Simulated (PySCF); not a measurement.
**SMILES [H]/N=C1/COC[C@H]1C#C, C₆H₇NO**

Geometry:
```tsv
atom	x (Å)	y (Å)	z (Å)
C1	2.554	1.191	0.221
C2	1.544	0.786	-0.277
C3	0.330	0.240	-0.834
C4	-0.918	1.120	-0.641
O5	-2.010	0.226	-0.616
C6	-1.588	-0.925	0.082
C7	-0.106	-1.054	-0.148
N8	0.559	-2.054	0.199
H9	3.439	1.569	0.638
H10	0.478	0.022	-1.900
H11	-1.085	1.829	-1.453
H12	-0.843	1.669	0.311
H13	-1.771	-0.821	1.163
H14	-2.146	-1.787	-0.285
H15	1.558	-2.003	0.013
```

Level of theory: GIAO BHandHLYP/pcSseg-1 magnetisability, rotational g tensor and spin-rotation constants, non-relativistic, gas phase in PySCF. Geometry: GFN2-xTB.

(1) Give the nuclear spin-rotation constants along the inertial axes (H = +C I·J) beside the isotropic shieldings.

(2) How do the rotational constants and the g tensor change when H9, H10, H11, H12, H13, H14, H15 are replaced by deuterium?

Results:

(1) Rotational constants 3.4304, 1.8675, 1.2956 GHz. A star marks the isotopologue with that one atom substituted, in its own axes.
```csv
atom,isotope,Caa (kHz),Cbb (kHz),Ccc (kHz),mean (kHz),σ (ppm)
N8,14N,0.904,0.386,0.066,0.452,-68.5
H9,1H,0.008,-0.218,-0.135,-0.115,30.1
H10,1H,-0.389,-0.204,0.053,-0.180,28.8
H11,1H,-0.393,0.040,-0.070,-0.141,27.4
H12,1H,-0.375,-0.151,0.044,-0.161,28.1
H13,1H,-0.313,-0.217,0.075,-0.152,27.6
H14,1H,0.047,-0.149,-0.103,-0.068,27.3
H15,1H,0.448,-0.146,-0.127,0.059,20.9
C1,13C*,0.307,0.594,0.374,0.425,106.9
C2,13C*,0.100,0.691,0.425,0.406,102.0
C3,13C*,0.594,0.290,0.239,0.375,149.1
C4,13C*,0.585,0.465,0.343,0.465,110.7
O5,17O*,-0.168,-0.144,-0.144,-0.152,299.7
C6,13C*,0.854,0.331,0.321,0.502,113.1
C7,13C*,1.776,0.756,0.362,0.965,-1.8
```
For the geometry as given, no vibrational averaging.

(2) Constants 2.9788, 1.6648, 1.1714 GHz; g -0.0294, -0.0143, -0.0085, against -0.0338, -0.0160, -0.0094 before.
